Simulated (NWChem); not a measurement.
System: C$_{3}$H$_{10}$Si; SMILES C[SiH](C)C

Here is an NWChem input.

```
start job
memory heap 200 mb stack 900 mb global 1100 mb
geometry units angstroms noautosym nocenter noautoz
  Si     0.000000     0.000000     0.367857
  C     -1.217981     1.305708    -0.232791
  C      1.739767     0.401949    -0.232791
  C     -0.521786    -1.707657    -0.232791
  H      0.000000     0.000000     1.869456
  H     -1.248972     1.338840    -1.333887
  H     -2.237371     1.094283     0.126736
  H     -0.936087     2.307888     0.126717
  H      2.466733    -0.343269     0.126717
  H      1.783955     0.412222    -1.333887
  H      2.066362     1.390479     0.126736
  H     -0.534983    -1.751061    -1.333887
  H     -1.530646    -1.964619     0.126717
  H      0.171009    -2.484762     0.126736
end
basis spherical
  Si library pcsseg-1
  C library pcsseg-1
  H library pcsseg-1
end
dft
  xc slater vwn_5
  iterations 150
end
property
  shielding 5 1 2 5 6 7
end
task dft property
```

NWChem printed, in part:

```
             Northwest Computational Chemistry Package (NWChem) 7.3.0
             --------------------------------------------------------

                             Geometry "geometry" -> ""
                             -------------------------

 Output coordinates in angstroms (scale by  1.889725989 to convert to a.u.)

  No.       Tag          Charge          X              Y              Z
 ---- ---------------- ---------- -------------- -------------- --------------
    1 Si                  14.0000     0.00000000     0.00000000     0.36785700
    2 C                    6.0000    -1.21798100     1.30570800    -0.23279100
    3 C                    6.0000     1.73976700     0.40194900    -0.23279100
    4 C                    6.0000    -0.52178600    -1.70765700    -0.23279100
    5 H                    1.0000     0.00000000     0.00000000     1.86945600
    6 H                    1.0000    -1.24897200     1.33884000    -1.33388700
    7 H                    1.0000    -2.23737100     1.09428300     0.12673600
    8 H                    1.0000    -0.93608700     2.30788800     0.12671700
    9 H                    1.0000     2.46673300    -0.34326900     0.12671700
   10 H                    1.0000     1.78395500     0.41222200    -1.33388700
   11 H                    1.0000     2.06636200     1.39047900     0.12673600
   12 H                    1.0000    -0.53498300    -1.75106100    -1.33388700
   13 H                    1.0000    -1.53064600    -1.96461900     0.12671700
   14 H                    1.0000     0.17100900    -2.48476200     0.12673600

 Effective nuclear repulsion energy (a.u.)     174.2739318115

                              NWChem Property Module
                              ----------------------

  itol2e modified to match energy
  convergence criterion.

                                 NWChem DFT Module
                                 -----------------

 Summary of "ao basis" -> "ao basis" (spherical)
 ------------------------------------------------------------------------------
       Tag                 Description            Shells   Functions and Types
 ---------------- ------------------------------  ------  ---------------------
 Si                         pcsseg-1                10       24   4s5p1d
 C                          pcsseg-1                 7       17   3s3p1d
 H                          pcsseg-1                 3        5   2s1p

  itol2e modified to match energy
  convergence criterion.

            General Information
            -------------------
          SCF calculation type: DFT
          Wavefunction type:  closed shell.
          No. of atoms     :    14
          No. of electrons :    42
           Alpha electrons :    21
            Beta electrons :    21
          Charge           :     0
          Spin multiplicity:     1
          Use of symmetry is: off; symmetry adaption is: off
          Maximum number of iterations: 150
          AO basis - number of functions:   125
                     number of shells:    61
          Convergence on energy requested:  1.00D-07
          Convergence on density requested:  1.00D-05
          Convergence on gradient requested:  5.00D-04

              XC Information
              --------------
                        Slater Exchange Functional  1.000 local
                      VWN V Correlation Functional  1.000 local

             Grid Information
             ----------------
          Grid used for XC integration:  fine
          Radial quadrature: Mura-Knowles
          Angular quadrature: Lebedev.
          Tag              B.-S. Rad. Rad. Pts. Rad. Cut. Ang. Pts.
          ---              ---------- --------- --------- ---------
          Si                  1.10      123          10.0       770
          C                   0.70       70          11.0       590
          H                   0.35       60          13.0       590
          Grid pruning is: on
          Number of quadrature shells:   933
          Spatial weights used:  Erf1

      Superposition of Atomic Density Guess
      -------------------------------------

 Sum of atomic energies:        -406.75958518

      Non-variational initial energy
      ------------------------------

 Total energy =    -409.234654
 1-e energy   =    -901.817692
 2-e energy   =     318.309107
 HOMO         =      -0.383034
 LUMO         =       0.058281

   convergence    iter        energy       DeltaE   RMS-Dens  Diis-err
 ---------------- ----- ----------------- --------- --------- ---------
 d= 0,ls=0.0,diis     1   -407.4600567331 -5.82D+02  4.17D-03  9.49D-01
 d= 0,ls=0.0,diis     2   -407.4929620648 -3.29D-02  3.34D-03  1.12D-01
 d= 0,ls=0.0,diis     3   -407.4873198868  5.64D-03  1.72D-03  1.65D-01
 d= 0,ls=0.0,diis     4   -407.5075577016 -2.02D-02  2.16D-04  4.17D-04
 d= 0,ls=0.0,diis     5   -407.5076197805 -6.21D-05  4.54D-05  6.19D-05
  Resetting Diis
 d= 0,ls=0.0,diis     6   -407.5076273639 -7.58D-06  6.31D-06  4.80D-07
 d= 0,ls=0.0,diis     7   -407.5076274339 -7.01D-08  1.68D-06  1.50D-08

[...]

          -----------------------------------------
          Chemical Shielding Tensors (GIAO, in ppm)
          -----------------------------------------

                                NWChem CPHF Module
                                ------------------

  scftype          =     RHF
  nclosed          =       21
  nopen            =        0
  variables        =     2184
  # of vectors     =        3
  tolerance        = 0.10D-03
  level shift      = 0.00D+00
  max iterations   =       50
  max subspace     =       30

 SCF residual:    1.5486201998229069E-004

Iterative solution of linear equations
  No. of variables     2184
  No. of equations        3
  Maximum subspace       30
        Iterations       50
       Convergence  1.0D-04

   iter   nsub   residual    time
   ----  ------  --------  ---------
     1      3    6.41D-05      95.9

      Atom:    1  Si
        Diamagnetic
    885.1499     -0.0000      0.0000
     -0.0000    885.1500      0.0000
      0.0000      0.0000    879.6270

        Paramagnetic
   -531.1251     -0.0004      0.0012
     -0.0004   -531.1244     -0.0007
      0.0012     -0.0007   -575.5505

        Total Shielding Tensor
    354.0248     -0.0005      0.0013
     -0.0005    354.0256     -0.0007
      0.0013     -0.0007    304.0764

           isotropic =     337.3756
          anisotropy =      24.9753

          Principal Components and Axis System
                 1           2           3
              354.0258    354.0246    304.0764

      1        -0.4242      0.9056     -0.0000
      2         0.9056      0.4242      0.0000
      3        -0.0000      0.0000      1.0000

      Atom:    2  C
        Diamagnetic
    255.4999     -5.3863      1.6186
     -5.3863    256.2501     -1.7351
      1.6186     -1.7351    249.9903

        Paramagnetic
    -70.0103      2.4242     -1.3121
      2.4242    -70.3451      1.4021
     -1.3121      1.4021    -71.2497

        Total Shielding Tensor
    185.4896     -2.9621      0.3065
     -2.9621    185.9050     -0.3330
      0.3065     -0.3330    178.7406

           isotropic =     183.3784
          anisotropy =       7.9633

          Principal Components and Axis System
                 1           2           3
              188.6873    182.7280    178.7200

      1        -0.6812      0.7315     -0.0305
      2         0.7307      0.6819      0.0337
      3        -0.0455     -0.0007      0.9990

      Atom:    3  H
        Diamagnetic
     23.1654     -0.0000      0.0000
     -0.0000     23.1654     -0.0000
      0.0000     -0.0000     37.0708

        Paramagnetic
      0.6638     -0.0000     -0.0000
     -0.0000      0.6638      0.0000
     -0.0000      0.0000     -6.0948

        Total Shielding Tensor
     23.8293     -0.0000      0.0000
     -0.0000     23.8293      0.0000
      0.0000      0.0000     30.9760

           isotropic =      26.2115
          anisotropy =       7.1468

          Principal Components and Axis System
                 1           2           3
               30.9760     23.8293     23.8293

      1         0.0000     -0.4036      0.9149
      2         0.0000      0.9149      0.4036
      3         1.0000     -0.0000     -0.0000

      Atom:    4  H
        Diamagnetic
     25.2817     -2.3333      2.6337
     -2.3333     25.6063     -2.8224
      2.6337     -2.8224     38.2958

        Paramagnetic
      2.8640      1.1635     -1.0028
      1.1635      2.7019      1.0745
     -1.0028      1.0745     -2.1843

        Total Shielding Tensor
     28.1457     -1.1698      1.6309
     -1.1698     28.3081     -1.7479
      1.6309     -1.7479     36.1115

           isotropic =      30.8551
          anisotropy =       9.0312

          Principal Components and Axis System
                 1           2           3
               36.8760     28.6351     27.0543

      1         0.2078     -0.6498      0.7312
      2        -0.2227      0.6965      0.6822
      3         0.9525      0.3046     -0.0000

      Atom:    5  H
        Diamagnetic
     39.6310     -0.5601     -3.9117
     -0.5601     25.6953     -0.8705
     -3.9117     -0.8705     24.1249

        Paramagnetic
     -2.5258      0.1655      1.1890
      0.1655      2.2145      0.4840
      1.1890      0.4840      2.9102

        Total Shielding Tensor
     37.1053     -0.3947     -2.7227
     -0.3947     27.9098     -0.3865
     -2.7227     -0.3865     27.0351

           isotropic =      30.6834
          anisotropy =      10.6789

          Principal Components and Axis System
                 1           2           3
               37.8027     28.0330     26.2144

      1         0.9693     -0.0385      0.2428
      2        -0.0291      0.9627      0.2690
      3        -0.2441     -0.2678      0.9321
```

Level: LDA (Slater exchange, VWN5)/pcSseg-1, GIAO. Structure relaxed at the PBE0/def2-SVP level. No frequency run checked for a minimum. The output numbers the shielded atoms by their place in the input's list. The printed shielding anisotropy is the first printed principal value minus the mean of the other two.
